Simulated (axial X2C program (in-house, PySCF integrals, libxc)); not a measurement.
# Nuclear properties of HfO⁻

Calculated with an axial X2C code built on PySCF integrals: two-component X2C with atomic mean-field Coulomb and Gaunt terms, Gaussian nuclei, basis Hf dyall-acv3z, O dyall-av3z with contracted cores.

R = 1.762 Å (near the PBE0 minimum at charge -1 of the determinant lowest at the starting distance; the state shown can have its own minimum elsewhere).

Determinant lowest in the PBE0 search, Ω = 3/2 (⟨Sz⟩ = -0.47, ⟨Lz⟩ = 1.97 at PBE0), spin on the atoms Hf -0.51, O 0.04:

```csv
level,Eeff magnitude (GV/cm),Ws magnitude Hf (kHz),A∥/gI Hf (MHz),qzz Hf (a.u.),A∥/gI O (MHz),qzz O (a.u.)
PBE0,5.96,4.41,62.5,-5.29,0.762,-0.48
HF,47.3,32.3,-247,-4.36,2.56,-0.65
PBE50,15.9,11.1,-64.1,-5.32,-0.117,-0.53
LDA,0.626,0.983,271,-5.61,1.97,-0.46
PBE,2.56,2.1,202,-5.92,1.7,-0.43
```

Determinant 0.15 eV from it at PBE0 and this distance, Ω = 1/2 (⟨Sz⟩ = -0.47, ⟨Lz⟩ = 0.97 at PBE0), spin on the atoms Hf -0.46, O -0.01:

```csv
level,Eeff magnitude (GV/cm),Ws magnitude Hf (kHz),A∥/gI Hf (MHz),qzz Hf (a.u.),A∥/gI O (MHz),qzz O (a.u.)
PBE0,5.6,12.4,2100,-6.68,10.8,-0.51
HF,15,29.5,3150,-6.99,5.56,-0.66
PBE50,7.97,16.9,2410,-6.61,7.19,-0.56
LDA,3.85,8.93,1460,-6.94,15.7,-0.49
PBE,3.95,9.11,1720,-6.91,15.7,-0.47
```

Eeff is the effective electric field on the electron electric dipole moment in this Ω state and Ws the scalar–pseudoscalar constant of the nucleus named (defined with the proton number Z and per Ω); A∥ (defined per Ω) follows by multiplying with gI = μI/(I μN); qzz is the electric field gradient, eQq0 = 234.96 MHz × Q/barn × qzz. The operators were transformed with the bare-nucleus X2C matrices; with these basis sets, hyperfine constants and field gradients can be off by tens of per cent, and where levels differ in sign neither size nor sign is settled.

Problem. With Q(177Hf) = 3.365 barn, Q(17O) = -0.02558 barn (Q from Pyykkö, Mol. Phys. 2018), turn the PBE0 values of the first state into constants in MHz.

Solution. eQq0(177Hf) = 234.96 × (3.365) × (-5.29) = -4180 MHz; eQq0(17O) = 234.96 × (-0.02558) × (-0.48) = 2.88 MHz.

Each state is one determinant with collinear spin. Unrestricted Hartree–Fock can overshoot spin polarisation at the nuclei. For an anion, determinants above electron detachment, or with a positive highest level, are held by the basis set. Where Eeff spreads by more than a factor of two the levels disagree and none is to be relied on. States lie within half an eV, so the first need not be the ground state. Further determinants of the search, some of them spin-mixed, are not shown. Where a field gradient or hyperfine factor spreads by more than a factor of two over the levels, a constant derived from it is not to be relied on. PBE0 term energies can be off by some tenths of an eV.
